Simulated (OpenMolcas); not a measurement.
Ti2+ (d2) on a cation site of an ionic host was computed by CASSCF with the d shell active (OpenMolcas, ANO-RCC-VTZP on the metal). Its lowest spin-free states, and all those of the highest spin:

```json
{"2S+1": "3", "Degeneracy": "3", "E (cm-1)": "0.0"}
{"2S+1": "1", "Degeneracy": "3", "E (cm-1)": "11794"}
{"2S+1": "1", "Degeneracy": "2", "E (cm-1)": "11931"}
{"2S+1": "3", "Degeneracy": "3", "E (cm-1)": "13149"}
{"2S+1": "1", "Degeneracy": "1", "E (cm-1)": "24337"}
{"2S+1": "3", "Degeneracy": "3", "E (cm-1)": "24734"}
{"2S+1": "1", "Degeneracy": "3", "E (cm-1)": "27111"}
{"2S+1": "3", "Degeneracy": "1", "E (cm-1)": "28136"}
{"2S+1": "1", "Degeneracy": "3", "E (cm-1)": "29850"}
{"2S+1": "1", "Degeneracy": "2", "E (cm-1)": "42586"}
{"2S+1": "1", "Degeneracy": "1", "E (cm-1)": "60675"}
```

Task: Is the site octahedral, tetrahedral or cube-like, axial, or of lower symmetry?

Result: The states with 2S+1 = 3 have orbital degeneracies 3, 3, 3, 1. Threefold states need a cubic site. For d2 at this spin an octahedron puts the threefold T1 below the threefold T2 and a tetrahedron or cube puts the single A2 below the threefold T2, so the site is octahedral. The run had Ti2+ with its 6 nearest fluoride ions at 2.115 Å, on the Li site of LiF (a = 4.028 Å, distance in the model lattice 2.014 Å). The rest of the host is ab initio model potentials to 7.6 Å and point charges beyond; the distance is set by hand and nothing relaxes, and no local charge compensation is placed. Ligand basis ANO-RCC-VDZP.

An orbital triplet at a regular site is open to Jahn-Teller coupling, which can distort the site and quench the lowest spin-orbit gaps and is left out. Without dynamic correlation the repulsion within the d shell is too large (B by tens of per cent), so at a given field states of lower spin stand too high. Ligand-to-metal charge-transfer states are missing. With no ligand orbital active B as a rule stays too high, so bands that hang on it stand too high and its fall with covalency is understated. With metal d orbitals alone and no dynamic correlation 10Dq can be off by a tenth to a fifth, either way, in oxide and fluoride hosts. No measured value stands beside these numbers; the geometry was set by hand and not optimised.
